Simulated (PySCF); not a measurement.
C7H10N (doublet state).
Cartesian coordinates in Å at the GFN2-xTB level; atoms count from 1:
```xyz
18
C7H10N angstrom
N      2.808   -0.029    0.354
C      1.892   -0.145   -0.775
C      0.436   -0.019   -0.385
C     -0.373   -1.109   -0.325
C     -1.799   -1.037    0.102
C     -2.228    0.340    0.473
C     -1.384    1.399    0.405
C     -0.056    1.251   -0.020
H      2.611   -0.759    1.031
H      2.668    0.862    0.820
H      2.153    0.641   -1.490
H      2.072   -1.115   -1.247
H      0.000   -2.084   -0.605
H     -2.446   -1.426   -0.702
H     -1.970   -1.723    0.949
H     -3.250    0.463    0.798
H     -1.734    2.384    0.682
H      0.592    2.112   -0.075
```

The hyperfine couplings belong to this conformer and change with its torsions.

As a line formula: `NCC1=CC[CH]C=C1` [radical].

The calculation used PySCF, UKS B3LYP, pcH-1 on C H N, non-relativistic, mean-field spin-orbit, GIAO. The structure is a single GFN2-xTB conformer in the gas phase; no vibrational or solvent corrections. Couplings are sensitive to structure, and on GFN2-xTB geometries they can be far from those on DFT ones. The SCF solution wasn't tested for stability. ⟨S²⟩ is 0.784 where a pure state has 0.75.

Problem. Match the computed a_iso(1H) values +152.9, -36.4, -28.5, -26.1, +9.8, -3.8, +1.2 MHz (means over equivalent nuclei) with the sites H9/H10; H11/H12; H13; H14/H15; H16; H17; H18.

Solution. 
```csv
site,a_iso (MHz),ρ(0) (bohr⁻³),position,distance from C8 (Å),bound to,spin population there,largest |T| (MHz)
H9/H10,+1.2,+0.0003,4 bonds from C4,3.19,N1,-0.01,2.6
H11/H12,-3.8,-0.0008,3 bonds from C8,3.07,C2,+0.01,2.7
H13,-26.1,-0.0058,1 bond from C4,3.39,C4,+0.41,16.3
H14/H15,+152.9,+0.0342,2 bonds from C4,3.66,C5,-0.08,4.6
H16,-28.5,-0.0064,1 bond from C6,3.39,C6,+0.45,17.6
H17,+9.8,+0.0022,"2 bonds from C6, on C7 of spin population -0.21",2.14,C7,-0.21,5.0
H18,-36.4,-0.0082,1 bond from C8,1.08,C8,+0.58,21.9
```

ρ(0) is the spin density at the nucleus and T the dipolar tensor; entries for several nuclei are means. The largest Mulliken spin populations are on C8 (+0.58), C6 (+0.45), C4 (+0.41) and C7 (-0.21). Three atoms exceed +0.15. The positive populations add up to 1.57 and the negative ones to -0.57, together 2S = 1. The angles at C8 add up to 360.0°, so it is planar. Main spin sites, with 60 % or more of the largest population: C4, C6, C8; positions count bonds from the nearest.

Class means assume fast exchange of nuclei equivalent by connectivity; if that motion is slow, each nucleus keeps its own coupling.

The SMILES `NCC1=CC[CH]C=C1` draws the unpaired electron on C6, whose computed spin population is only +0.45.
